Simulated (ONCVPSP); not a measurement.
**Logarithmic derivatives: phosphorus (P), ONCV**

| Item | Value |
| --- | --- |
| Element | phosphorus |
| Generator | ONCVPSP 4.0.1 |
| Type | optimised norm-conserving Vanderbilt (ONCV) |
| Functional | LDA (Perdew-Wang 92) |
| Relativity | scalar-relativistic |
| Frozen core | [He] |
| Valence charge | 13 |
| Reference configuration | 2s2 2p6 3s2 3p3 |
| Partial waves | 2s+3s: rc 1.00 bohr, ncon 4, nbas 7, qcut 13.9 1/bohr, 3 projectors, debl 2.9 Ha; 2p+3p: rc 0.75 bohr, ncon 4, nbas 8, qcut 19.5 1/bohr, 2 projectors |
| Local potential | polynomial inside 0.50 bohr (lpopt 5, dvloc0 0 Ha) |
| Core correction | polynomial model core, fcfact 0.45 |

The phase is arctan(r·R′/R) of the radial function R(r), unwrapped; energies in Ha, scanned from -8 to 5 Ha. A pole is an energy at which the radial function vanishes at the test radius. The pseudo phase is shifted by a multiple of π to meet the all-electron one at the reference energy, and phase errors are pseudo minus all-electron; the curves can meet again beyond the range given. Levels narrower than the energy grid can be missing from the lists of poles.

```
channel  radius (bohr)  reference energy (Ha)  poles, all-electron  poles, pseudo  unbroken range about the reference energy with phases within 0.05 rad  phase error 1 Ha above the reference energy (rad)
      s           1.02                  -0.52                -5.74          -5.74                                                        the whole range                                             +0.000
      p           0.76                  -0.21                -2.42          -2.42                                                        the whole range                                             +0.000
```

Phases in the s channel:

```
E (Ha)  all-electron  pseudo
 -7.96         0.758   0.758
 -7.60         0.480   0.480
 -7.24        -0.067  -0.067
 -6.88        -0.770  -0.770
 -6.52        -1.206  -1.206
 -6.16        -1.428  -1.428
 -5.80        -1.555  -1.555
 -5.44        -1.639  -1.639
 -5.08        -1.700  -1.700
 -4.72        -1.749  -1.749
 -4.36        -1.792  -1.792
 -4.00        -1.830  -1.830
 -3.64        -1.867  -1.867
 -3.28        -1.904  -1.904
 -2.92        -1.942  -1.942
 -2.56        -1.983  -1.983
 -2.20        -2.027  -2.027
 -1.84        -2.077  -2.077
 -1.48        -2.134  -2.134
 -1.12        -2.200  -2.200
 -0.76        -2.279  -2.279
 -0.40        -2.375  -2.375
 -0.04        -2.491  -2.491
  0.32        -2.632  -2.632
  0.68        -2.801  -2.801
  1.04        -2.997  -2.996
  1.40        -3.208  -3.208
  1.76        -3.419  -3.419
  2.12        -3.614  -3.614
  2.48        -3.782  -3.782
  2.84        -3.921  -3.921
  3.20        -4.035  -4.035
  3.56        -4.128  -4.128
  3.92        -4.204  -4.204
  4.28        -4.266  -4.266
  4.64        -4.319  -4.319
  5.00        -4.364  -4.364
```
